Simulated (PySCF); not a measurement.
# Bond length, frequency and bond energy of GeF by level of theory

State: ²Π (doublet), unpaired electrons π ↑. Set-up: basis Ge def2-SVP, F def2-SVP; no relativity; PySCF 2.14. De refers to Ge + F in their high-spin ground configurations, without counterpoise correction. The functionals are run spin-unrestricted. A positive dipole means Ge(−)F(+).

| Level | Re (Å) | ωe (cm⁻¹) | De (eV) | μ (D) |
| --- | --- | --- | --- | --- |
| UHF | 1.744 | 710 | 3.22 | -2.13 |
| UHF-MP2 | 1.756 | 699 | 5.00 | n/a |
| UHF-SCS-MP2 | 1.759 | 694 | 4.85 | n/a |
| UHF-CCSD | 1.758 | 695 | 4.64 | n/a |
| UHF-CCSD(T) | 1.761 | 688 | 4.73 | n/a |
| PBE | 1.778 | 658 | 5.57 | -1.60 |
| TPSS | 1.773 | 668 | 5.38 | -1.61 |
| r²SCAN | 1.759 | 683 | 5.27 | -1.65 |
| PBE0 | 1.757 | 689 | 5.13 | -1.78 |
| B97-3 | 1.767 | 675 | 5.16 | -1.86 |
| HSE06 | 1.758 | 688 | 5.15 | -1.79 |
| M06-2X | 1.755 | 701 | 5.07 | -1.82 |

(1) Which functional lies closest to UHF-CCSD(T) in De, which farthest, and by how much do they differ from it?

(2) What does a quarter of exact exchange do here, going from PBE to PBE0?

(3) What does the step from GGA to meta-GGA do here, going from PBE to r²SCAN?

Correlated steps freeze 10 core orbitals. Correlated levels converge slowly with the basis: in double zeta they bind strong bonds too weakly, by up to about 1 eV, and carry superposition errors of some tenths. Spin–orbit coupling is left out. The state is the lowest determinant that a PBE0 search found; another state may lie lower at other levels.

Results:

(1) Closest is M06-2X (-0.6 pm in Re, +1.9 % in ωe, +0.34 eV in De against UHF-CCSD(T) in the same basis), farthest PBE (+1.7 pm in Re, -4.4 % in ωe, +0.84 eV in De). CCSD(T) converges more slowly with the basis than the functionals do and binds too weakly in this one, so the order can change at the basis-set limit.

(2) PBE0 less PBE: -2.1 pm in Re, +4.7 % in ωe, -0.44 eV in De. Exact exchange removes part of the self-interaction that spreads semilocal densities, and in most molecules shortens and stiffens the bond and lowers De; so it does here.

(3) r²SCAN less PBE: -1.9 pm in Re, +3.8 % in ωe, -0.30 eV in De.
